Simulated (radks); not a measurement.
Q: Species: Ba III. Configuration: [Xe]. Method: scalar-relativistic Kohn-Sham, LDA (Slater exchange, VWN5 correlation), spin-polarised, spherical densities, finite nucleus; Fermi nuclear charge, rms radius 4.8378 fm; computed with a radial shooting solver on a logarithmic mesh with Libxc functionals. Some entries of the table are withheld. Estimate them.

orbital  occ.  eigenvalue (hartree)  r(max) (bohr)  <r^2> (bohr^2)
1s          2             -1368.168        0.01644       0.0008899
2s          2             -216.6882        0.09297         0.01423
2p          6             -194.4717        0.07464         0.01130
3s          2             -46.08900         0.2667         0.09768
3p          6             -38.96389         0.2608         0.09766
3d         10             -28.58199         0.2150         0.08399
4s          2              -9.40263         0.6249          0.5132
4p          6              -7.10131         0.6535          0.5832
4d         10              -3.75792            (1)             (2)
5s          2              -1.69882          1.465           2.979
5p          6              -1.14209          1.663           4.049

A: 
(1) 4d r(max) (bohr): 0.6952
(2) 4d <r^2> (bohr^2): 0.7453
